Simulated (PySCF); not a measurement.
# Energy of Au²⁺ (gold, charge +2) between two integer charges

The 5d beta orbital of [Xe] 4f14 5d9 is emptied in steps (occupation f), with all orbitals relaxed, ending at [Xe] 4f14 5d8. All numbers are calculated (PySCF 2.14, a scalar-relativistic core potential, in def2-TZVP with the def2 core potential (60 electrons)). The exact energy is a straight line in f; departures are measured from the line between the end points of the same method.

```
  f  BHandHLYP (eV)  wB97X (eV)  HSE06 (eV)
  1           0.000       0.000       0.000
0.9          -0.223      -0.161      -0.428
0.7          -0.526      -0.379      -1.002
0.5          -0.631      -0.455      -1.195
0.3          -0.535      -0.385      -1.006
0.1          -0.232      -0.166      -0.432
  0           0.000       0.000       0.000
```

```json
{"method": "BHandHLYP", "E(f=0) − E(f=1) (eV)": "32.470", "−ε at f=1 (eV)": "30.001", "−ε at f=0.5 (eV)": "32.443"}
{"method": "wB97X", "E(f=0) − E(f=1) (eV)": "32.658", "−ε at f=1 (eV)": "30.879", "−ε at f=0.5 (eV)": "32.639"}
{"method": "HSE06", "E(f=0) − E(f=1) (eV)": "32.717", "−ε at f=1 (eV)": "27.969", "−ε at f=0.5 (eV)": "32.705"}
```

Orbital energy along the path (eV):

| f | BHandHLYP | wB97X | HSE06 |
| --- | --- | --- | --- |
| 1 | -30.001 | -30.879 | -27.969 |
| 0.9 | -30.475 | -31.219 | -28.904 |
| 0.7 | -31.446 | -31.919 | -30.795 |
| 0.5 | -32.443 | -32.639 | -32.705 |
| 0.3 | -33.464 | -33.377 | -34.625 |
| 0.1 | -34.515 | -34.133 | -36.549 |
| 0 | -35.057 | -34.497 | -37.514 |

Reference removal energy between the ground levels: 30 ± 1.6 eV (theoretical estimate listed by NIST; NIST Atomic Spectra Database, ionization energies). The calculation has no spin-orbit coupling. The determinant left behind need not be the lowest term of the ion.
